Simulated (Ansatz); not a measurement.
`O[SiH](F)[SiH2]F` + H₂Te → `O[SiH](F)[TeH]` + `F[SiH3]` at 298.15 K and 1 bar (cleavage of the Si–Si bond).

Calculated with Ansatz (gas phase, PBE0-D4/def2-TZVP geometries, no zero-point term in ΔE). CCSD(T)/CBS is the MP2 limit (def2-TZVPP, def2-QZVPP) plus CCSD(T) − MP2 in def2-TZVPP, frozen cores. This one scheme is used for every species. def2 core potentials past Kr. For Te outer-core shells are correlated without core-valence functions, which leaves a few kJ/mol of doubt a bond. Each species was taken in one conformer, which may not be the lowest.

```
           species  CCSD(T)/CBS energy (Eh)  H − E (kJ/mol)  S (J/(mol·K))
`O[SiH](F)[SiH2]F`               -855.49429           144.2          362.8
              H₂Te               -268.91024            41.3          228.4
  `O[SiH](F)[TeH]`               -733.71271           107.1          345.2
         `F[SiH3]`               -390.72345            82.7          238.5
```

H − E and S are ideal-gas, rigid-rotor, harmonic terms from PBE0-D4/def2-TZVP, for one conformer and one mirror image of each species. 1 Eh = 2625.50 kJ/mol, R = 8.31446 J/(mol·K).

Q: By hand: ΔE, ΔH, ΔS and ΔG.

A: ΔE = (-733.71271) + (-390.72345) − (-855.49429) − (-268.91024) = -0.03163 Eh = -83.0 kJ/mol. Δ(H − E) = 107.1 + 82.7 − 144.2 − 41.3 = 4.3, so ΔH = -78.7 kJ/mol. ΔS = 345.2 + 238.5 − 362.8 − 228.4 = -7.5 J/(mol·K). ΔG = -78.7 − 298.15 × (-7.5)/1000 = -76.5 kJ/mol.

Q: By hand: the equilibrium constant, and the temperature at which ΔG would vanish if ΔH and ΔS stayed fixed.

A: log₁₀ K = −ΔG/(RT ln 10) = 13.4. ΔG = 0 at ΔH/ΔS = 10493 K, far beyond where these terms or the molecules hold.

The number of gas molecules stays the same, so ΔS is small and ΔH decides. A doubt of 5 kJ/mol in ΔE shifts log₁₀ K by 0.9 here. Other conformers and mirror images would add mixing entropy, several J/(mol·K) or more a flexible species. Modes under 60 cm⁻¹, often nearly free rotors, make the harmonic entropy too high. These are equilibria of isolated gas molecules and say nothing of rates. Largest T1 diagnostic: 0.012 (customary marks: 0.02 for closed shells, 0.045 for open ones).
